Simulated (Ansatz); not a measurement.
A CCSD(T) single point on CH6BFN2.

```yaml
crystal:
  periodic: [false, false, false]
  atoms:
    - {symbol: B, position_ang: [-0.848102, 0.871941, -0.416063]}
    - {symbol: C, position_ang: [0.283262, 0.147172, 0.367651]}
    - {symbol: N, position_ang: [0.100563, -0.959067, 1.194822]}
    - {symbol: N, position_ang: [0.199872, -0.190766, -1.088344]}
    - {symbol: F, position_ang: [1.497220, 0.781342, 0.568798]}
    - {symbol: H, position_ang: [-0.634347, 1.987366, -0.787443]}
    - {symbol: H, position_ang: [-1.961678, 0.443855, -0.339274]}
    - {symbol: H, position_ang: [-0.423401, -0.730507, 2.025527]}
    - {symbol: H, position_ang: [0.968186, -1.422608, 1.436341]}
    - {symbol: H, position_ang: [0.956877, 0.157168, -1.658495]}
    - {symbol: H, position_ang: [-0.073152, -1.142895, -1.282720]}
basis:
  gaussian: {orbitals: def2-SVP}
correlation: {method: ccsd_t}
```

```sh
$ ansatz run in.yaml --threads 4 --pin off --events-out ev --progress --plain --max-ram 10444MiB
```

Log, shortened:

```
Functional definition: HF
1016 factors; integrals over basis functions are off by at most 1.2e-3 eV
mean field evaluation 1: about -7456.8882 eV, gradient 3.5e1 eV
mean field evaluation 2: about -7457.0380 eV, gradient 3.6e1 eV
mean field evaluation 4: about -7460.1319 eV, gradient 3.5e0 eV
mean field evaluation 8: about -7460.1749 eV, gradient 2.2e-1 eV
mean field -7460.17514908 eV, -274.1563800402 hartree, gradient 2.7e-6 eV, S^2 0.000000; 0 other end points of the search recorded, 0 dependent functions left out
5 core orbitals not correlated: weight in the atoms' cores, before any rotation towards them, 1.000 or more for the frozen orbitals, at most 0.000 for the correlated occupied ones
reference -7460.17514908 eV, -274.1563800402 hartree; 15, 15 occupied and 80, 80 virtual orbitals, 1016 factors
second order -20.57558746 eV of doubles, -0.00000000 eV of singles
cycle   1  -21.12949341 eV  change   -5.5e-1 eV  update   9.2e-2
cycle   2  -21.61398205 eV  change   -4.8e-1 eV  update   2.6e-2
cycle   3  -21.72420999 eV  change   -1.1e-1 eV  update   1.3e-2
cycle   4  -21.72095766 eV  change    3.3e-3 eV  update   2.9e-3
cycle   5  -21.72009758 eV  change    8.6e-4 eV  update   1.2e-3
cycle   6  -21.72030816 eV  change   -2.1e-4 eV  update   3.6e-4
cycle   7  -21.72006070 eV  change    2.5e-4 eV  update   1.2e-4
cycle   8  -21.71999150 eV  change    6.9e-5 eV  update   3.7e-5
cycle   9  -21.71999556 eV  change   -4.1e-6 eV  update   1.3e-5
perturbative correction -0.57371496 eV, -0.0210836358 hartree
Total energy: -7482.46885959 eV, -274.9756587905 hartree
```

Hardware: 4 threads of an Intel Xeon Platinum 8259CL on a shared host. Wall time 4.4 s, peak host memory 0.49 GiB.

Correlation energy per correlated electron: -0.743 eV. T1 diagnostic: 0.0107.
